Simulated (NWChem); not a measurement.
## Basis-set convergence for AgI

SMILES: [Ag][I]
```xyz
2

Ag     0.0000     0.0000    -1.3683
I      0.0000     0.0000     1.2134
```
Charge 0, spin multiplicity 1.

Everything below was run with NWChem. Structure: optimised with PBE0/def2-SVP with def2 effective core potentials on Ag, I, a minimum by its harmonic frequencies.

Quantity: dipole moment at the level PBE0.

Effective core potentials replace the inner electrons of Ag, I; spin-orbit coupling is left out. The structure started from a generated list of species.

Costs are rough ratios of processor time within this set of runs, SCF included, with def2-SVP as 1.

| basis | functions | dipole moment (D) | relative cost |
|---|---|---|---|
| def2-SVP | 57 | 5.00 | 1 |
| def2-SVPD | 69 | … | under 3 |
| def2-TZVP | 90 | … | under 3 |
| def2-TZVPD | 99 | … | under 3 |
| def2-TZVPP | 106 | 5.01 | under 3 |
| def2-QZVP | 154 | 5.02 | 8 |

Fill in the missing entries.


- def2-SVPD, dipole moment (D): 5.17
- def2-TZVP, dipole moment (D): 5.05
- def2-TZVPD, dipole moment (D): 5.12
